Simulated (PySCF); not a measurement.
**V⁺: excitation energy**

V⁺ [Ar] 3d4 (5D) → V⁺ [Ar] 3d3 4s1, s spin flipped, as a difference of total energies. Computed with PySCF 2.14 in aug-cc-pVTZ (8s7p5d3f2g, 93 functions), with no relativity, point nucleus. Correlated levels: valence: [Ar] frozen. The calculations carry no spin-orbit coupling.

| method | excitation energy (eV) |
| --- | --- |
| UHF | 0.467 |
| MP2 (valence) | 0.836 |
| SCS-MP2 (valence) | 0.265 |

Problem. How much does correlation contribute at MP2 (valence)?

Solution. 0.836 − (0.467) = 0.369 eV, measured against UHF.

The upper determinant mixes two multiplicities, so it lies between the two terms.

The coupled-cluster amplitudes are large for the upper state (T1 above 0.03 or a double amplitude above 0.15), so a single reference is strained.
